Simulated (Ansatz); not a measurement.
C2H7ClSi2, SMILES `C[Si@H]1[SiH2][C@H]1Cl`, relaxed with RKS PBE0-D4/def2-TZVP in Ansatz from a PBE-D4/def2-SVP geometry. The force threshold is 0.005 eV/Å; the program also tests the step.

Total charge 0; spin multiplicity 1.

Start:

```xyz
12

C     1.569    0.141   -0.967
Si    0.006   -0.565   -0.212
Si   -0.962    0.047    2.088
C    -1.345    0.642    0.238
Cl   -0.941    2.375   -0.093
H     1.775    1.131   -0.514
H     2.440   -0.527   -0.814
H     1.419    0.285   -2.057
H    -0.404   -1.915   -0.709
H    -1.656   -1.309    1.788
H     0.465   -0.727    1.372
H    -2.366    0.422   -0.121
```

(1) How much energy does the relaxation release, and in how many steps? (An estimate is asked.)

(2) Which bonds change most? (An estimate is asked.)

(3) Give the relaxed structure. (An estimate is asked.)

## Answers

(1) Computed: 1.32 kcal/mol, in 10 steps, 1 of them rejected.

(2) The calculation gave: Si2–H11 from 1.656 to 1.618 Å; Si2–Si3 from 2.569 to 2.541 Å; Si3–C4 from 1.981 to 1.953 Å; C4–Cl5 from 1.810 to 1.783 Å.

(3) Ansatz gave: 
```xyz
12

C     1.562    0.143   -0.953
Si    0.019   -0.550   -0.193
Si   -0.964    0.078    2.065
C    -1.338    0.627    0.229
Cl   -0.990    2.337   -0.139
H     1.852    1.061   -0.441
H     2.383   -0.574   -0.897
H     1.380    0.383   -2.004
H    -0.383   -1.883   -0.693
H    -1.645   -1.264    1.795
H     0.458   -0.733    1.354
H    -2.334    0.375   -0.122
```
